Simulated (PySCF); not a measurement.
## C₆ coefficients of unlike pairs at CAM-B3LYP

Calculated with PySCF 2.14 from the dipole response of each species, C₆(A,B) = (3/π) ∫ α_A(iu) α_B(iu) du, in atomic units, from isotropic polarisabilities. For ions this is the dispersion term alone; charge-induced terms of lower order in 1/R come first.

| species | configuration | basis | relativity | α (bohr³) | C₆ (like pair) |
| --- | --- | --- | --- | --- | --- |
| Tc²⁺ | [Kr] 4d5 (6S) | x2c-TZVPPall with one added diffuse shell each of s, p, d, f type (9s7p7d3f1g) | spin-free X2C | 8.748 | 46.55 |
| Hf³⁺ | [Xe] 4f14 5d1 (2D) | def2-QZVPPD with the def2 core potential (60 electrons) (7s6p4d3f2g) | core potential | 6.312 | 25.81 |
| Li⁺ | 1s2 (1S) | aug-cc-pVTZ (5s4p3d2f) | none | 0.1380 | 0.03189 |

Task: Estimate C₆ for Li⁺ with Tc²⁺.

Result: The integral gives 1.135. The combination rule 2 C_A C_B / (C_A α_B/α_A + C_B α_A/α_B) gives 1.077 and the geometric mean 1.218.

No spin-orbit coupling is included.

The other pairs:

```csv
pair,C₆
"Li⁺, Hf³⁺",0.8577
"Hf³⁺, Tc²⁺",34.62
```
